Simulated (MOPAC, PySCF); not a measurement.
[Nb(F)5], neutral singlet in the gas phase. 

Cartesian coordinates (Å):
```xyz
6

Nb     0.0000     0.0000     0.0000
F      0.8772    -1.5452     0.4805
F     -1.1315     0.0027    -1.4516
F      1.4302     0.4654    -1.1138
F     -1.4301    -0.4657     1.1139
F      0.2541     1.5427     0.9711
```
Charge 0, spin multiplicity 1.

All levels are single points at this geometry (r2SCAN-D4/def2-SVP); Pople sets use spherical d functions. Orbital energies aren't observables, and empty levels follow the basis.

B3LYP/6-31G* (LANL2DZ on Nb) in PySCF gives dipole (D) = 0.00.

Q: Estimate the dipole (D) from each of these levels: PBE-D3(BJ)/def2-TZVP in PySCF; TPSSh-D3(BJ)/def2-TZVP in PySCF; BP86/6-31G* (LANL2DZ on Nb) in PySCF; SVWN5/6-31G* (LANL2DZ on Nb) in PySCF; PM7 in MOPAC.

A: 
| level | dipole (D) |
|---|---|
| PBE-D3(BJ)/def2-TZVP in PySCF | 0.00 |
| TPSSh-D3(BJ)/def2-TZVP in PySCF | 0.00 |
| BP86/6-31G* (LANL2DZ on Nb) in PySCF | 0.00 |
| SVWN5/6-31G* (LANL2DZ on Nb) in PySCF | 0.00 |
| PM7 in MOPAC | 0.00 |
